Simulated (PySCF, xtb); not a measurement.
H4Ti, SMILES [TiH4-], charge -1, multiplicity 2.

Harmonic wavenumbers (cm⁻¹) from GFN2-xTB in xtb 6.7.1 at its own minimum, in rising order: 632, 633, 633, 738, 739, 1011, 1012, 1012, 1071.

Q: What does PySCF with PBE-D3(BJ)/def2-TZVPD give at its own minimum? (An estimate is asked for; the answer gives what the named calculation found.)

A: 234, 455, 472, 472, 532, 1376, 1376, 1386, 1491. Paired by order, the mean absolute difference is 304 cm⁻¹ and the zero-point energies are 10.7 and 11.1 kcal/mol.
